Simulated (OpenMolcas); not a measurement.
# 3d² along the 20-electron sequence

```yaml
Program: OpenMolcas 26.06
Method: SS-RASPT2, IPEA 0.25 Eh, imaginary shift 0.1 Eh
Basis: ANO-RCC-VQZP
Scalar_Hamiltonian: DKH2, point nucleus
Spin-orbit_coupling: RASSI with atomic mean-field integrals over the reference wave functions, term energies averaged over their components
```

Active space for each ion: 8 electrons in 8 orbitals (RAS1 3p, at most 2 holes; RAS2 3d); closed shells correlated by CASPT2: 3s.

Computed levels in cm-1 above ³F₂:

```csv
Level,Cr4+,Mn5+,Co7+
³F₃,525,757,1473
³F₄,1193,1710,3280
¹D₂,13150,15430,19920
³P₀,16040,18440,23080
³P₁,16230,18710,23630
³P₂,16630,19320,24910
¹G₄,22140,25730,32980
¹S₀,50870,59580,75560
weight of ³F in the lowest level (%),100,100,100
```

Measured, with the error of the calculation in %. Measured levels: Cr4+ from Sugar and Corliss, J. Phys. Chem. Ref. Data 6, 317 (1977); Mn5+ from Corliss and Sugar, J. Phys. Chem. Ref. Data 6, 1253 (1977); Co7+ from Sugar and Corliss, J. Phys. Chem. Ref. Data 10, 1097 (1981).

```csv
Level,Cr4+,Mn5+,Co7+
³F₃,508 (+3.4),746 (+1.5),1430 (+3.0)
³F₄,1142 (+4.5),1669 (+2.4),3144 (+4.2)
¹D₂,13188 (-0.3),15336 (+0.6),19624 (+1.5)
³P₀,15492 (+3.6),17782 (+3.7),22304 (+3.5)
³P₁,15677 (+3.5),18057 (+3.6),22839 (+3.5)
³P₂,16041 (+3.7),18628 (+3.7),24055 (+3.6)
¹G₄,22019 (+0.5),25511 (+0.9),32360 (+1.9)
¹S₀,51146 (-0.5),,74247 (+1.8)
```

The fine-structure level ³F₄ changes by a factor of 2.75 from Cr4+ to Co7+. Its fourth root runs 5.88, 6.43, 7.57, with steps per unit of Z of 0.55, 0.57; equal steps would mean a (Z - σ)^4 law with constant σ.

¹D₂ changes by a factor of 1.51 over the same range, with steps per unit of Z of +2280, +2240 cm-1.

CASPT2 does not keep the components of a term degenerate, so their means are used; among the terms shown or strongly mixed into the levels shown the widest spread is 340 cm-1 (3d² ¹G, Cr4+). Active for correlation alone: 3p; no level in the range computed is led by a configuration that opens it, so any true level of that kind is missing. Measured partners are found by configuration, term and J. A level has none where our copy of the source lacks it or the pairing is in doubt (some pairs that miss far off the trend of their configuration count as doubtful), and it then counts in no deviation. Only configurations of the active space appear.
